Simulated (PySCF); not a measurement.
Ta(O)(OH)2(NH2) (H4NO3Ta), SMILES [NH2][Ta](=[O])([OH])[OH], multiplicity 1.

Coordinates come from a B3LYP-D3(BJ)/def2-SVP optimisation. The spin state was assumed, not searched. The structure was generated by enumeration; whether it is a known compound was not checked. The def2 effective core potentials stand for the cores of Ta; spin–orbit coupling is left out. Other conformers were not sampled.

These are TDA-PBE/def2-SVPD (PySCF) values and carry that method's errors.

Vertical excitations. Isolated molecule, no solvent. State labels are in the subgroup Cs.

Computed lowest excited states:
| state | symmetry | energy (eV) | λ (nm) | f | main pairs |
|---|---|---|---|---|---|
| S1 | A" | 5.17 | 240 | 0.006 | HOMO→LUMO 99 % |
| S2 | A" | 5.50 | 225 | 0.014 | HOMO→LUMO+1 99 % |
| S3 | A' | 5.94 | 209 | 0.028 | HOMO→LUMO+2 58 %, HOMO→LUMO+3 37 % |
| S4 | A" | 6.34 | 196 | 0.000 | HOMO−1→LUMO 91 % |
| S5 | A' | 6.37 | 195 | 0.054 | HOMO→LUMO+3 51 %, HOMO→LUMO+2 18 %, HOMO→LUMO+7 16 % |
| S6 | A' | 6.43 | 193 | 0.008 | HOMO−2→LUMO 75 %, HOMO−3→LUMO 14 % |
| S7 | A" | 6.43 | 193 | 0.000 | HOMO→LUMO+4 96 % |
| S8 | A" | 6.60 | 188 | 0.004 | HOMO−4→LUMO 69 %, HOMO−2→LUMO+2 11 % |
| S9 | A' | 6.62 | 187 | 0.002 | HOMO−3→LUMO 44 %, HOMO−1→LUMO+2 23 %, HOMO−2→LUMO 14 %, HOMO−2→LUMO+1 11 % |
| S10 | A" | 6.63 | 187 | 0.010 | HOMO−1→LUMO+1 91 % |
| T1 | A" | 5.03 | 246 | 0 | HOMO→LUMO 100 % |
| T2 | A' | 5.16 | 240 | 0 | HOMO→LUMO+2 96 % |
| T3 | A" | 5.34 | 232 | 0 | HOMO→LUMO+1 99 % |
| T4 | A' | 5.81 | 213 | 0 | HOMO−3→LUMO 58 %, HOMO−2→LUMO 27 % |
Triplets are in the Tamm–Dancoff approximation.
